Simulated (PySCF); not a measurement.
Job for PySCF: U-HF/LANL2DZ on stibine (SMILES [SbH3]), a point of a bond scan (R = 1.885 Å).

```python
from pyscf import gto, scf, dft, mp
from pyscf.data.elements import chemcore

mol = gto.M(
    atom='''
    Sb    0.00013491   -0.00052872    0.05360827
    H    -0.99411869   -1.19170522   -1.01719143
    H    -0.49764804    1.33580031   -0.89700800
    H     1.39449968   -0.22541911   -0.91716752
    ''',
    basis='lanl2dz',
    ecp={'Sb': 'lanl2dz'},
    charge=0, spin=0, verbose=3, max_memory=1800)
mf = scf.UHF(mol)
mf.conv_tol = 1e-8
mf.max_cycle = 100
mf.init_guess_breaksym = True
mf.kernel()
if not mf.converged:
    mf = mf.newton().run(mf.mo_coeff, mf.mo_occ)
for _ in range(4):
    mo, _, stable, _ = mf.stability(return_status=True)
    if stable:
        break
    mf.kernel(mf.make_rdm1(mo, mf.mo_occ))
```

The log:

```
converged SCF energy = -6.92418355392156  <S^2> = 2.2704632e-08  2S+1 = 1
<class 'pyscf.scf.uhf.UHF'> wavefunction is stable in the internal stability analysis
```

Self-consistency was reached.

Cost: very roughly 0.25 core-seconds.
